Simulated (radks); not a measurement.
Spherical jellium clusters: N electrons in a uniform positive sphere of charge N and radius rs N^(1/3), rs = 4.16 bohr. Level of theory: non-relativistic Kohn-Sham, LDA (Slater exchange, Perdew-Wang correlation), spin-polarised, spherical densities (a radial shooting solver with Libxc functionals). Levels are named by radial order and angular momentum (1s, 1p, 1d, 2s, ...), and open shells are averaged over m. Each electron was tried in the lowest free levels, single moves between levels near the top were tried too, and the lowest total energy was kept; such a search can miss a lower state. Energies include the self-energy of the background; IP and EA are vertical (highest electron removed, lowest free level filled), at fixed background; spill-out counts the electrons outside the background radius R, and alpha is the static dipole polarisability from linear response (closed shells only). A dash means not computed or, for alpha, an open shell; in EA it means that no bound solution was reached, which is typical of self-interaction and does not show that the anion is unstable. Real open-shell clusters deform, which this model forbids.

N	open shells	2S	E(N+1) + E(N-1) - 2E(N) (eV)	IP (eV)	EA (eV)	-e(HOMO) (eV)	spill-out (e)	alpha/R^3
1	1s(up 1, down 0)	1	-	-	-	2.935	0.37	-
2	none	0	1.030	5.118	-	3.099	0.53	1.601
3	1p(up 1, down 0)	1	-0.613	3.725	-	2.104	0.82	-
4	1p(up 2, down 0)	2	-0.426	4.235	-	2.596	0.99	-
5	1p(up 3, down 0)	3	0.291	4.517	-	2.911	1.11	-
6	1p(up 3, down 1)	2	-0.346	4.099	-	2.652	1.25	-
7	1p(up 3, down 2)	1	-0.250	4.369	1.573	2.930	1.36	-
8	none	0	1.116	4.543	-	3.129	1.45	1.413
9	1d(up 1, down 0)	1	-0.251	3.359	-	2.080	1.62	-
10	1d(up 2, down 0)	2	-0.214	3.590	-	2.323	1.76	-
11	1d(up 3, down 0)	3	-0.182	3.770	1.321	2.518	1.87	-
12	1d(up 4, down 0)	4	-0.156	3.915	1.493	2.679	1.97	-
13	1d(up 5, down 0)	5	0.322	4.032	1.204	2.814	2.06	-
14	1d(up 5, down 1)	4	-0.167	3.673	1.394	2.514	2.16	-
15	1d(up 5, down 2)	3	-0.143	3.816	1.555	2.667	2.26	-
16	1d(up 5, down 3)	2	-0.124	3.934	1.694	2.796	2.34	-
17	1d(up 5, down 4)	1	-0.109	4.032	1.815	2.907	2.42	-
18	none	0	0.207	4.115	1.650	3.003	2.50	1.315
19	2s(up 1, down 0)	1	0.200	3.884	1.512	2.795	2.66	-
20	none	0	0.364	3.683	1.163	2.633	2.85	1.346
21	1f(up 1, down 0)	1	-0.116	3.334	1.290	2.299	2.94	-
22	1f(up 2, down 0)	2	-0.106	3.434	1.405	2.407	3.03	-
23	1f(up 3, down 0)	3	-0.097	3.522	1.508	2.503	3.10	-
24	1f(up 4, down 0)	4	-0.089	3.600	1.603	2.590	3.17	-
25	1f(up 5, down 0)	5	-0.082	3.671	1.689	2.669	3.24	-
26	1f(up 6, down 0)	6	-0.075	3.735	1.769	2.741	3.30	-
27	1f(up 7, down 0)	7	0.282	3.792	1.497	2.807	3.36	-
28	1f(up 7, down 1)	6	-0.086	3.493	1.592	2.533	3.43	-
29	1f(up 7, down 2)	5	-0.079	3.567	1.678	2.614	3.50	-
30	1f(up 7, down 3)	4	-0.073	3.634	1.758	2.687	3.56	-
31	1f(up 7, down 4)	3	-0.067	3.695	1.831	2.755	3.63	-
32	1f(up 7, down 5)	2	-0.062	3.750	1.899	2.816	3.69	-
33	1f(up 7, down 6)	1	-0.058	3.801	1.962	2.874	3.75	-
34	none	0	0.347	3.847	1.644	2.926	3.81	1.250
35	2p(up 1, down 0)	1	-0.039	3.489	1.709	2.591	3.96	-
36	2p(up 2, down 0)	2	-	3.535	1.764	2.641	4.11	-

All shells are closed at N = 2, 8, 18, 20, 34 (there: 1s2 1p6 1d10 2s2 1f14); the second difference of the energy has clear peaks (12 % above both neighbours; the first and last values, which can be the largest, are not judged, and half-filled shells can peak too) at N = 5, 8, 13, 20, 27, 34.
